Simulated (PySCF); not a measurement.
Worked example: chemical shift, span and skew from a shielding tensor

C₄H₄OSe, SMILES c1occc1[SeH]. Atoms are numbered in the order given.

```xyz
10

Se     1.5246     0.1079    -0.4259
C     -0.3066    -0.0005     0.1061
C     -1.2853     1.0554     0.1750
C     -2.4666     0.4472     0.5204
O     -2.2909    -0.9012     0.6564
C     -0.9795    -1.1655     0.4078
H      1.9869     0.7969     0.8108
H     -1.1170     2.1208    -0.0141
H     -3.4828     0.8148     0.6965
H     -0.6658    -2.2116     0.4791
```
Charge 0, spin multiplicity 1.

Geometry optimised at PBE-D3(BJ)/def2-SVP. The values are those of a single conformer.

GIAO shieldings from PySCF with PBE/pcSseg-1, non-relativistic, no solvent. The symmetric part of the tensor of C4 has the principal values -40.8, 39.5, 97.5 ppm. The same nucleus in TMS has σ = 182.0 ppm at this level (PySCF, at its B3LYP-D3(BJ)/def2-TZVP geometry).

Task: Work out the isotropic shielding, the ¹³C shift against TMS, the span and the skew.

Result: 
σ(iso) = (σ11 + σ22 + σ33)/3 = 32.1 ppm. δ = σ(ref) − σ(iso) = 182.0 − (32.1) = 149.9 ppm.
Span Ω = σ33 − σ11 = 138.3 ppm. Skew κ = 3(σ(iso) − σ22)/Ω = -0.16. Tumbling in solution averages the tensor to δ; in a static solid the shielding alone would spread this spin-1/2 line over Ω.
